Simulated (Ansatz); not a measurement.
Relaxation of a periodic cell of 17 atoms, Si16As (host Si, host structure diamond, interstitial As), to a largest force component of 0.03 eV/Å in at most 60 steps.

Computed with Ansatz, DFT LDA, scalar-relativistic, plane waves, PAW. Settings: PAW set soft_1, cutoff 420 eV, k mesh 2x2x2, gaussian smearing 0.02 eV, spin collinear.

```xyz
17
Lattice="0.0000 5.4300 5.4300 5.4300 0.0000 5.4300 5.4300 5.4300 0.0000" Properties=species:S:1:pos:R:3:forces:R:3
Si 0.000 0.000 0.000 -0.19 0.19 -0.17
Si 1.357 1.357 1.357 -0.04 -0.89 0.05
Si 2.715 2.715 0.000 1.06 -1.11 -1.14
Si 4.072 4.072 1.357 0.99 0.03 0.03
Si 2.715 0.000 2.715 0.17 0.17 0.17
Si 4.072 1.357 4.072 0.01 0.00 0.00
Si 5.430 2.715 2.715 -0.18 -0.17 0.18
Si 6.787 4.072 4.072 -0.05 0.05 -0.83
Si 0.000 2.715 2.715 -0.78 -0.68 0.73
Si 1.357 4.072 4.072 -0.02 -0.01 0.74
Si 2.715 5.430 2.715 0.80 0.92 0.89
Si 4.072 6.787 4.072 0.09 -0.04 0.00
Si 2.715 2.715 5.430 0.18 -0.17 -0.16
Si 4.072 4.072 6.787 -0.62 0.01 0.00
Si 5.430 5.430 5.430 -0.67 0.64 -0.60
Si 6.787 6.787 6.787 -0.03 0.69 -0.02
As 6.852 4.040 6.778 -0.70 0.37 0.14
```

Problem. Where does it end, and by what steps?

Solution. The forces met the threshold. Limits of this set-up: coarse k mesh, PAW files made for another functional. After 3 steps the energy has fallen by 0.356 eV; Si3 moved furthest, 0.08 Å.

```json
{"step": "0", "energy less start (eV)": "0.0000", "largest force component (eV/Å)": "1.142", "accepted": "yes"}
{"step": "1", "energy less start (eV)": "-0.3130", "largest force component (eV/Å)": "0.431", "accepted": "yes"}
{"step": "2", "energy less start (eV)": "-0.3546", "largest force component (eV/Å)": "0.045", "accepted": "yes"}
{"step": "3", "energy less start (eV)": "-0.3561", "largest force component (eV/Å)": "0.005", "accepted": "yes"}
```

```xyz
17
Lattice="0.0000 5.4300 5.4300 5.4300 0.0000 5.4300 5.4300 5.4300 0.0000" Properties=species:S:1:pos:R:3
Si -0.012 0.013 -0.014
Si 1.361 1.313 1.356
Si 2.763 2.668 -0.046
Si 4.117 4.071 1.356
Si 2.732 0.011 2.728
Si 4.074 1.357 4.072
Si 5.419 2.700 2.728
Si 6.792 4.069 4.030
Si -0.038 2.671 2.757
Si 1.360 4.072 4.115
Si 2.762 5.472 2.758
Si 4.079 6.784 4.071
Si 2.731 2.701 5.418
Si 4.035 4.071 6.788
Si 5.392 5.470 5.387
Si 6.791 6.828 6.788
As 6.794 4.069 6.786
```

Whether the end is a true minimum wasn't checked by a vibrational analysis.

Run time: 32 s on 2 threads of Arm Neoverse V1 (shared host), peak memory 0.68 GiB.
